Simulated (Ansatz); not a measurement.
Cost and result for the atomization energy of F2GeH4OSi (`[OH][Ge]([F])([F])[SiH3]`) (9 atoms, 8 bonds).

```xyz
9

O     0.593    0.151    1.977
Ge    0.326   -0.615    0.424
F     1.834   -1.287   -0.100
F    -0.630   -2.034    0.697
Si   -0.636    0.850   -1.182
H     0.962   -0.440    2.639
H    -0.792    0.085   -2.440
H     0.290    1.993   -1.359
H    -1.947    1.296   -0.656
```

Charge 0, multiplicity 1. Correlated methods include outer-core shells of Ge, which these sets cover unevenly. Scalar relativity is left out up to krypton. The structure was optimised at the PBE0-D4/def2-TZVP level. It is one conformer, not always the lowest. Program: Ansatz. All runs use 4 threads of an Arm Neoverse V2 on a shared host. Times are those of one run each, without the atoms' runs, and a repeat can differ threefold. Electronic energies, without spin–orbit coupling; frozen cores. CCSD(T)/CBS adds CCSD(T) − MP2 in def2-TZVPP to the MP2 limit, and its time is that of the two runs behind it. T1 = 0.013. With those shells the extrapolation isn't a true limit. B3LYP takes the VWN-RPA correlation (the form of Gaussian; ORCA's B3LYP/G). HSE06 is the plane-wave form, built on full-range PBE exchange.

CCSD(T)/CBS is a level of theory with its own doubt, some kJ/mol a heavy atom from the limit and from the frozen cores, so smaller differences don't rank the functionals.

```tsv
level	functions	wall time
BLYP-D4/def2-TZVPP	239	1.8 s
PBE0-D4/def2-TZVPP	239	3 s
HSE06-D4/def2-TZVPP	239	3.2 s
BHLYP-D4/def2-TZVPP	239	3.3 s
r2SCAN-D4/def2-TZVPP (with forces)	239	4.1 s
B3LYP-D4/def2-TZVPP (with forces)	239	4.4 s
B2PLYP/def2-TZVPP	239	5 s
B97M-V/def2-TZVPP	239	7.5 s
ωB97X-V/def2-TZVPP	239	7.5 s
CCSD(T)/def2-SVP	112	8 s
MP2/def2-QZVPP	450	19 s
CCSD(T)/def2-TZVPP	239	3.4 min
CCSD(T)/CBS(def2)	–	3.8 min
```

(1) What atomization energy does each give, and how far from CCSD(T)/CBS? (An estimate is asked.)

Results:

(1) The calculation gave: 
```csv
level,atomization (kcal/mol),difference from CCSD(T)/CBS,per bond
BLYP-D4/def2-TZVPP,719.0,-9.7,-1.2
PBE0-D4/def2-TZVPP,710.7,-18.0,-2.2
HSE06-D4/def2-TZVPP,711.0,-17.7,-2.2
BHLYP-D4/def2-TZVPP,692.1,-36.6,-4.6
r2SCAN-D4/def2-TZVPP (with forces),724.9,-3.8,-0.5
B3LYP-D4/def2-TZVPP (with forces),716.5,-12.2,-1.5
B2PLYP/def2-TZVPP,714.0,-14.7,-1.8
B97M-V/def2-TZVPP,725.9,-2.8,-0.3
ωB97X-V/def2-TZVPP,728.9,0.2,0.0
CCSD(T)/def2-SVP,669.1,-59.6,-7.4
MP2/def2-QZVPP,738.3,9.6,1.2
CCSD(T)/def2-TZVPP,709.0,-19.7,-2.5
CCSD(T)/CBS(def2),728.7,0.0,0.0
```

The D4 term adds +7.1 kcal/mol with B3LYP and +3.7 kcal/mol with PBE0; it sums over pairs of atoms, weighted by their polarisabilities, and B3LYP, whose exchange is more repulsive, gets the larger term. Leaving LDA and LC-ωPBE aside and taking each functional with its dispersion term where it has one, the values spread over 36.8 kcal/mol, from BHLYP-D4 to ωB97X-V. LDA lies +107.7 kcal/mol from PBE without D4, its usual overbinding. From PBE to PBE0 (25 % exact exchange), in def2-TZVPP and without D4, the atomization energy moves by −17.3 kcal/mol: exact exchange takes away binding that semilocal exchange gives to molecules.

For some Ge, Se and Sn compounds the MP2-based and the directly extrapolated limit differ by 10 to 25 kJ/mol.
